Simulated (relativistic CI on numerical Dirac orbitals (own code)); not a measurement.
# Rh⁷⁺: resonant inelastic scattering at the M2,3 edge

Computed with this model: Dirac-Coulomb-Breit CI, KLI orbitals optimised for each configuration, model QED, valence Slater integrals scaled by 0.8, Kramers-Heisenberg scattering through one core-hole configuration in a parametric crystal field; configurations [Kr] 4d2 → [Ne] 3s2 3p5 3d10 4s2 4p6 4d3; 10 K; core-hole width 2 eV; summed over polarisations. Incident energies are the highest absorption maxima for each field (at most a few, so the weaker spin-orbit partner edge can be absent), on the computed scale of the free ion. Intensities are in per cent of the strongest line above 0.02 eV; levels within 1 cm⁻¹ are merged; final levels count from the ground level, the first row holds all elastic scattering, lines under 0.4 are left out and each table stops after 24 rows. The scale of the Slater integrals is a model choice and moves the terms in proportion.

Field parameters in Wybourne normalisation: D3d B²₀ = −7Dσ, B⁴₀ = −14Dq − 21Dτ, B⁴₃ = −14√(10/7) Dq. The field is a parameter set, without covalency.

S is read from ⟨S²⟩ = S(S + 1).

D3d, 10Dq = 27650, Dσ = -1200, Dτ = -250 cm⁻¹:

| Final level (eV) | Degeneracy | Irrep | S | 513.9 eV | 538.5 eV |
| --- | --- | --- | --- | --- | --- |
| 0.000 | 1 | A1 | 0.99 | 1565.2 | 188.0 |
| 0.018 | 2 | E | 0.99 | 9.6 | 10.8 |
| 0.443 | 2 | E | 0.98 | 35.4 | 20.7 |
| 0.672 | 2 | E | 1.00 | 68.1 | 7.4 |
| 0.809 | 1 | A2 | 1.00 | 1.4 | 1.0 |
| 0.857 | 1 | A1 | 0.99 | 3.4 | 14.4 |
| 1.691 | 2 | E | 0.09 | 29.6 | 46.4 |
| 2.248 | 1 | A1 | 0.11 | 34.3 | 29.9 |
| 2.308 | 2 | E | 0.08 | 21.8 | 15.0 |
| 3.325 | 1 | A2 | 1.00 | 81.9 | 10.2 |
| 3.365 | 2 | E | 0.98 | 12.1 | 2.5 |
| 3.544 | 1 | A2 | 1.00 | 2.0 | 2.8 |
| 3.550 | 1 | A1 | 0.97 | 19.3 | 4.7 |
| 3.624 | 2 | E | 0.99 | 100.0 | 11.2 |
| 3.695 | 2 | E | 1.00 | 6.5 | 8.6 |
| 4.229 | 1 | A1 | 0.25 | 2.6 | 12.0 |
| 4.682 | 1 | A1 | 0.91 | 46.9 | 3.4 |
| 4.704 | 2 | E | 0.99 | 5.8 | 8.8 |
| 5.114 | 1 | A1 | 0.64 | 1.0 | 2.8 |
| 5.126 | 1 | A2 | 0.98 | 0.7 | 0.1 |
| 5.133 | 2 | E | 0.67 | 5.9 | 3.6 |
| 5.268 | 2 | E | 0.97 | 23.3 | 0.6 |
| 5.356 | 1 | A1 | 0.59 | 3.6 | 2.0 |
| 5.449 | 2 | E | 0.61 | 2.8 | 2.0 |

D3d, 10Dq = 27650, Dσ = -860, Dτ = -250 cm⁻¹:

```
Final level (eV)  Degeneracy  Irrep     S  513.9 eV  538.6 eV
           0.000           1     A1  0.99    1714.5     204.6
           0.015           2      E  0.99      12.0       9.9
           0.364           2      E  0.98      39.7      19.9
           0.598           2      E  1.00      79.4       7.7
           0.721           1     A2  1.00       1.7       1.3
           0.777           1     A1  0.99       2.8      16.5
           1.710           2      E  0.09      33.2      50.5
           2.198           1     A1  0.11      38.1      27.6
           2.220           2      E  0.07      22.5      14.6
           3.302           1     A2  1.00      86.9      11.7
           3.349           2      E  0.98      15.4       3.1
           3.504           1     A2  1.00       3.3       3.7
           3.504           1     A1  0.97      22.4       5.8
           3.575           2      E  0.99     100.0      12.3
           3.636           2      E  1.00       8.8      11.2
           4.106           1     A1  0.22       2.3      15.7
           4.688           1     A1  0.91      50.3       4.8
           4.710           2      E  0.99       5.8      11.2
           5.009           1     A2  0.99       1.2       0.1
           5.019           1     A1  0.74       1.0       2.5
           5.053           2      E  0.78       7.9       4.6
           5.159           2      E  0.97      28.3       0.6
           5.303           1     A1  0.48       4.8       2.8
           5.395           2      E  0.48       3.7       2.6
```

D3d, 10Dq = 27650, Dσ = -510, Dτ = -250 cm⁻¹:

```tsv
Final level (eV)	Degeneracy	Irrep	S	513.9 eV	538.7 eV
0.000	1	A1	0.99	1961.6	233.5
0.013	2	E	0.99	16.3	9.3
0.288	2	E	0.99	47.3	19.8
0.529	2	E	1.00	95.2	8.3
0.635	1	A2	1.00	2.2	1.7
0.702	1	A1	0.99	2.4	19.3
1.732	2	E	0.09	39.2	57.2
2.133	2	E	0.07	23.8	13.7
2.135	1	A1	0.11	43.8	24.7
3.281	1	A2	1.00	94.8	13.2
3.336	2	E	0.98	22.0	4.1
3.458	1	A1	0.97	27.6	7.6
3.467	1	A2	1.00	5.9	5.5
3.526	2	E	0.99	100.0	13.6
3.575	2	E	1.00	13.1	15.2
3.999	1	A1	0.21	2.4	21.6
4.694	1	A1	0.92	54.4	6.8
4.714	2	E	0.99	6.6	14.8
4.900	1	A2	0.99	2.0	0.2
4.929	1	A1	0.80	2.1	2.3
4.970	2	E	0.85	10.5	6.6
5.059	2	E	0.98	36.3	0.7
5.265	1	A1	0.42	6.2	3.7
5.357	2	E	0.38	4.5	3.3
```

For the first field the strongest loss at the lowest incident energy is the level at 3.62 eV (S = 0.99, against 0.99 in the thermal ground state). Levels of other spin, the first over 8 % at 1.69 eV, appear because spin-orbit coupling of the core hole, and in heavier ions of the valence shell too, mixes spins.
